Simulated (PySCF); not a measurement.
Species: C₅H₁₆Si₂.
Bonds: C1–C2, C2–C3, C3–Si4, C3–Si5, C3–C6, C6–C7. Hydrogens: H8, H9, H10 on C1; H11, H12 on C2; H13, H14, H15 on Si4; H16, H17, H18 on Si5; H19, H20 on C6; H21, H22, H23 on C7.

Computed by this run: PBE0-D3(BJ)/def2-SVP geometry optimisation, gas phase in PySCF; density fitting, grid level 1; the optimiser is geomeTRIC in internal coordinates, started from a GFN2-xTB structure with every atom displaced at random (about 0.01 Å).

Geometry at step 0:
```
atom  x, y, z in Å
C1     -1.8113   -1.1833   -1.2501
C2     -1.3239    0.2284   -0.8956
C3     -0.1349    0.2683    0.0607
Si4    -0.5266   -0.5924    1.7148
Si5     0.2572    2.1185    0.3717
C6      1.0807   -0.4137   -0.6013
C7      2.3860   -0.3640    0.2050
H8     -2.1149   -1.6963   -0.3660
H9     -2.7003   -1.0674   -1.8886
H10    -1.0792   -1.7402   -1.7683
H11    -1.0580    0.7470   -1.8123
H12    -2.1396    0.7917   -0.4393
H13    -1.9772   -0.2799    2.0585
H14     0.2848   -0.1302    2.8171
H15    -0.4007   -2.0592    1.6029
H16     0.7842    2.7351   -0.8439
H17     1.2273    2.3454    1.4596
H18    -0.9940    2.8114    0.7513
H19     0.8439   -1.4790   -0.7722
H20     1.2354    0.0474   -1.5733
H21     2.2201   -0.8048    1.1785
H22     2.7204    0.6435    0.3253
H23     3.1684   -0.9027   -0.3316
```

**Question.** Give the atomic forces at this geometry.

**Answer.** 
```
atom  Fx (eV/Å)  Fy (eV/Å)  Fz (eV/Å)
  C1     -1.029      2.152     -0.175
  C2     -0.173     -0.773      0.381
  C3      0.792      0.180      0.147
 Si4     -1.339      0.294     -0.629
 Si5     -0.354     -0.605      0.378
  C6      0.289     -0.268      0.804
  C7     -0.960     -0.532     -1.042
  H8     -0.328     -0.779      0.979
  H9      0.015     -0.256     -0.078
 H10      1.072     -0.921     -0.781
 H11      0.140      0.361     -0.561
 H12     -0.435      0.149      0.014
 H13      0.382     -0.100     -0.035
 H14      0.630      0.303      0.714
 H15      0.112     -0.380     -0.035
 H16      0.240      0.235     -0.628
 H17      0.273      0.023      0.273
 H18     -0.279      0.157      0.060
 H19     -0.026      0.068     -0.146
 H20      0.117      0.149     -0.617
 H21      0.199     -0.302      0.657
 H22      0.415      1.103      0.289
 H23      0.246     -0.258      0.032
```

The largest, 2.39 eV/Å, acts on C1; the rms over all components is 0.576 eV/Å. The forces sum to zero within rounding, as they must for an isolated molecule in no field.

**Question.** Give the force on C1 in Eh/bohr and in nN.

**Answer.** 2.392 eV/Å ÷ 51.422 = 0.04651 Eh/bohr, and 2.392 eV/Å × 1.602 = 3.83 nN.

**Question.** How far is this geometry from the end of the optimisation?

**Answer.** 0.217 eV above it, and 0.046 Å rms away after alignment. The bonds farthest from their final lengths, with half the difference of the two atoms' forces along the bond (positive lengthens):

```tsv
bond	now (Å)	final (Å)	force along bond (eV/Å)
Si4–H14	1.445	1.495	+1.07
C1–H10	1.056	1.099	+1.69
Si5–H16	1.461	1.499	+0.70
C1–H8	1.066	1.102	+1.08
C7–H22	1.068	1.101	+1.06
Si4–H13	1.523	1.497	-0.79
```

The angle farthest from its final value is H21–C7–H23, 110.6° against 107.2°.

Of the 6 listed bonds off by 0.010 Å or more, this force points towards the final length in 6.

The cost below is that of the whole optimisation. Hardware: Intel Xeon at 2.50 GHz, one thread (shared host). Cost: 4.2 min of wall time, 0.79 GiB resident at most.
